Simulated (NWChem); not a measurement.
CH$_{3}$IZn; SMILES [CH3][Zn][I]

Computed with NWChem. def2 effective core potentials on I; no spin-orbit coupling. B3LYP is NWChem's, with the RPA form of VWN correlation. Each level has its own optimisation; frequencies are unscaled.

For level B3LYP/3-21G (all-electron, non-relativistic):

```yaml
r I–Zn (Å): 2.569
r C–Zn (Å): 1.824
lowest (cm⁻¹): 38
```

### Question
What are these values for level PBE0/def2-SVP (core potentials)?

### Answer
r I–Zn (Å): 2.446
r C–Zn (Å): 1.938
lowest (cm⁻¹): 101
